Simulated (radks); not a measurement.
Task: Cs17+, 38 electrons, occupied as [Kr] 4d2. Method: scalar-relativistic Kohn-Sham, BP86, spin-polarised, spherical densities, finite nucleus; open shells are filled with parallel spins first (spin-orbit coupling, left out, can overturn this in heavy ions); Fermi nuclear charge, rms radius 4.8041 fm; computed with a radial shooting solver on a logarithmic mesh with Libxc functionals. Some entries of the table are withheld. Estimate them.

orbital,occ.,eigenvalue (eV),<1/r> (bohr^-1),<r^2> (bohr^2)
1s up,1,-36225.79,59.39,0.0009250
1s down,1,-36225.78,59.40,0.0009250
2s up,1,-6038.912,13.65,0.01481
2s down,1,-6037.802,13.65,0.01481
2p up,3,-5461.679,13.01,0.01175
2p down,3,-5460.815,13.01,0.01175
3s up,1,-1573.110,4.946,0.1011
3s down,1,-1572.548,4.947,0.1010
3p up,3,-1387.305,4.700,0.1008
3p down,3,-1386.669,4.701,0.1007
3d up,5,(1),4.461,(2)
3d down,5,(3),4.461,(4)
4s up,1,-588.0070,2.167,(5)
4s down,1,-584.3908,2.168,(6)
4p up,3,-523.9087,2.038,0.5185
4p down,3,-520.3016,2.038,0.5190
4d up,2,-429.6164,1.860,0.5744
4d down,0,-426.0734,1.859,0.5759

Result: 
(1) 3d up eigenvalue (eV): -1116.808
(2) 3d up <r^2> (bohr^2): 0.08635
(3) 3d down eigenvalue (eV): -1115.845
(4) 3d down <r^2> (bohr^2): 0.08629
(5) 4s up <r^2> (bohr^2): 0.4776
(6) 4s down <r^2> (bohr^2): 0.4776
